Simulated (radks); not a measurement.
Task: Species: Rh. Configuration: [Kr] 4d8 5s1 (the NIST ground configuration). All-electron calculation, scalar-relativistic Kohn-Sham, PBE, spin-polarised, spherical densities, finite nucleus; open shells are filled with parallel spins first (spin-orbit coupling, left out, can overturn this in heavy ions); Fermi nuclear charge, rms radius 4.4945 fm. Program: a radial shooting solver on a logarithmic mesh with Libxc functionals. Some entries of the table are withheld. Estimate them.

orbital,occ.,eigenvalue (Ry),<r^2> (bohr^2)
1s up,1,-1693.245,0.001438
1s down,1,-1693.244,0.001438
2s up,1,-245.4816,0.02374
2s down,1,-245.4604,0.02374
2p up,3,-220.0015,0.01869
2p down,3,-219.9853,0.01869
3s up,1,-43.86083,0.1747
3s down,1,-43.84929,0.1746
3p up,3,-35.48449,0.1772
3p down,3,-35.47141,0.1772
3d up,5,-22.09270,0.1640
3d down,5,-22.07288,0.1639
4s up,1,-6.09798,1.091
4s down,1,-6.00377,1.087
4p up,3,-3.74372,(1)
4p down,3,-3.64320,(2)
4d up,5,-0.47922,3.150
4d down,3,-0.36864,3.215
5s up,1,-0.34996,(3)
5s down,0,-0.26035,(4)

Result: 
(1) 4p up <r^2> (bohr^2): 1.346
(2) 4p down <r^2> (bohr^2): 1.340
(3) 5s up <r^2> (bohr^2): 12.16
(4) 5s down <r^2> (bohr^2): 13.27
